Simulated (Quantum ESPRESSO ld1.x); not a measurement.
Results of a calculation; reference values are marked as such.
Question: These are the eigenvalues of the occupied orbitals of an atom or ion with whole-number occupations (eV). Level of theory: scalar-relativistic Kohn-Sham, PBEsol, spin-unpolarised, spherical densities, point nucleus (ld1.x of Quantum ESPRESSO 7.5).

| orbital | eigenvalue |
|---|---|
| 1s | -9937.42 |
| 2s | -1579.62 |
| 2p | -1426.86 |
| 3s | -485.768 |
| 3p | -438.178 |

Which element is it, and in what charge state? The configuration may be excited.

Answer: Z = 30, zinc, charge +13: Zn13+ in [Ne] 3s2 3p5. The list shows which subshells hold electrons but not how many an open one holds; the 1s level, -365.19 hartree, gives Z - s = 27.0 by -(Z - s)^2/2, which with screening and relativity narrows Z to a few neighbours, and the depths of the outer levels then fix element, charge and occupations together.
